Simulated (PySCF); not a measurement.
C$_{4}$H$_{10}$BF (SMILES CC(C)(C)BF), singlet, geometry from GFN2-xTB; DF-PBE/def2-TZVP (PySCF).

PySCF was given this input:
```python
from pyscf import gto, scf, dft

mol = gto.M(
    atom='''
B     0.201361    0.086392   -1.284445
F     1.489749    0.071952   -1.548194
H    -0.509554    0.250217   -2.205850
C    -0.285302   -0.041061    0.229284
C    -1.719447   -0.572537    0.346853
C     0.648133   -0.932019    1.062228
C    -0.244392    1.386261    0.816692
H    -2.034043   -0.589586    1.388947
H    -1.785629   -1.584038   -0.047175
H    -2.409137    0.055969   -0.211055
H     0.621853   -1.956593    0.697148
H     1.673243   -0.575090    1.001430
H     0.342245   -0.931748    2.107178
H     0.764049    1.791429    0.774190
H    -0.906038    2.049829    0.264080
H    -0.565485    1.366224    1.856740
''',
    basis='def2-tzvp',
    charge=0,
    spin=0,
    verbose=4,
    max_memory=1800,
)

mf = dft.RKS(mol)
mf.xc = 'pbe'
mf = mf.density_fit(auxbasis='def2-universal-jkfit')
mf.kernel()
```

Task: Write the output that PySCF gives for this input, abridged.

Result: 
```
PySCF version 2.14.0

[INPUT] verbose = 4
[INPUT] num. atoms = 16
[INPUT] num. electrons = 48
[INPUT] charge = 0
[INPUT] spin (= nelec alpha-beta = 2S) = 0
[INPUT] symmetry False subgroup None
[INPUT] Mole.unit = angstrom
[INPUT] Symbol           X                Y                Z      unit          X                Y                Z       unit  Magmom
[...]
nuclear repulsion = 240.082402736775
number of shells = 106
number of NR pGTOs = 356
number of NR cGTOs = 246
basis = def2-tzvp
ecp = {}

******** <class 'pyscf.df.df_jk.DFRKS'> ********
method = DFRKS
initial guess = minao
damping factor = 0
level_shift factor = 0
DIIS = <class 'pyscf.scf.diis.CDIIS'>
diis_start_cycle = 1
diis_space = 8
diis_damp = 0
SCF conv_tol = 1e-09
SCF conv_tol_grad = None
SCF max_cycles = 50
direct_scf = False
XC library pyscf.dft.libxc version 7.1.2
    S. Lehtola, C. Steigemann, M. J. T. Oliveira, and M. A. L. Marques,  SoftwareX 7, 1–5 (2018)
XC functionals = pbe
    J. P. Perdew, K. Burke, and M. Ernzerhof,  Phys. Rev. Lett. 77, 3865 (1996)
    J. P. Perdew, K. Burke, and M. Ernzerhof,  Phys. Rev. Lett. 78, 1396 (1997)
    J. P. Perdew, K. Burke, and M. Ernzerhof,  Phys. Rev. Lett. 77, 3865 (1996)
    J. P. Perdew, K. Burke, and M. Ernzerhof,  Phys. Rev. Lett. 78, 1396 (1997)
radial grids:
    Treutler-Ahlrichs [JCP 102, 346 (1995); DOI:10.1063/1.469408] (M4) radial grids

becke partition: Becke, JCP 88, 2547 (1988); DOI:10.1063/1.454033
pruning grids: <function nwchem_prune>
grids dens level: 3
symmetrized grids: False
atomic radii adjust function: <function treutler_atomic_radii_adjust>
small_rho_cutoff = 0
Set gradient conv threshold to 3.16228e-05
Initial guess from minao.
tot grids = 182864
init E= -283.052121224933
[...]
cycle= 1 E= -282.803420605236  delta_E= 0.249  |g|= 0.73  |ddm|= 2.76
[...]
cycle= 2 E= -282.568678638175  delta_E= 0.235  |g|= 1.29  |ddm|= 1.73
[...]
cycle= 3 E= -282.923331815683  delta_E= -0.355  |g|= 0.141  |ddm|= 1.21
[...]
cycle= 4 E= -282.926429330061  delta_E= -0.0031  |g|= 0.0675  |ddm|= 0.12
[...]
cycle= 5 E= -282.927211472891  delta_E= -0.000782  |g|= 0.0174  |ddm|= 0.0515
[...]
cycle= 6 E= -282.927279159783  delta_E= -6.77e-05  |g|= 0.00545  |ddm|= 0.0166
[...]
cycle= 7 E= -282.927285143813  delta_E= -5.98e-06  |g|= 0.00109  |ddm|= 0.00393
[...]
cycle= 8 E= -282.927285426335  delta_E= -2.83e-07  |g|= 0.000294  |ddm|= 0.00135
[...]
cycle= 9 E= -282.927285448479  delta_E= -2.21e-08  |g|= 3.94e-05  |ddm|= 0.000358
[...]
cycle= 10 E= -282.927285448867  delta_E= -3.88e-10  |g|= 1.29e-05  |ddm|= 5.87e-05
[...]
Extra cycle  E= -282.927285448818  delta_E= 4.89e-11  |g|= 1.91e-05  |ddm|= 2.78e-05
converged SCF energy = -282.927285448818
```
